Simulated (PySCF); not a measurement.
**Question.** Write Cartesian coordinates for `C/C=C(/C)C1=C[Se]C=N1` as optimised with PBE0-D3(BJ)/def2-SVP.

**Answer.** 
```xyz
18
C7H9NSe angstrom
C     -1.7375   -1.5043    0.7235
C     -1.6172   -0.0911    0.2500
C     -0.5192    0.6004   -0.1245
C     -0.6494    2.0314   -0.5658
C      0.8417    0.0466   -0.1322
C      1.9559    0.7600   -0.5234
Se     3.4876   -0.2612   -0.3934
C      2.3203   -1.5971    0.2092
N      1.0833   -1.2512    0.2649
H     -1.1428   -1.6825    1.6322
H     -1.3540   -2.2189   -0.0202
H     -2.7872   -1.7499    0.9376
H     -2.5567    0.4718    0.1971
H     -0.0672    2.7084    0.0818
H     -1.6976    2.3573   -0.5383
H     -0.2791    2.1730   -1.5950
H      1.9916    1.7900   -0.8698
H      2.6884   -2.5880    0.4881
```

Orientation and origin are arbitrary. Atoms count from 1 in this order. The 9 heavy atoms lie in one plane (0.005 Å rms). The C–Se distances run from 1.845 Å (C6–Se7, aromatic) to 1.874 Å (Se7–C8, aromatic), a spread of 0.029 Å. The 5 C–C bonds span 1.351 Å (C2=C3, drawn double) to 1.503 Å (C3–C4, drawn single), a spread of 0.152 Å. The 5-membered ring C5–C6–Se7–C8–N9 has internal angles of 84.3° to 115.3° (sum 540°, against 540° for a flat polygon); it is planar, 0.00 Å rms from its mean plane, widest ring torsion 0°.

Bonds between heavy atoms (Å): C1–C2 1.495, C2=C3 1.351, C3–C4 1.503, C3–C5 1.469, C5–C6 1.380, C6–Se7 1.845, Se7–C8 1.874, C8–N9 1.286, C5–N9 1.378.

Theory: PySCF 2.14.0, PBE0-D3(BJ)/def2-SVP geometry optimisation, gas phase.

Point group: Cs (tolerance 0.08 Å). PBE0-D3(BJ)/def2-SVP frequencies: not computed here. The numbers are those of one conformer (C2–C3–C5–C6 180°).
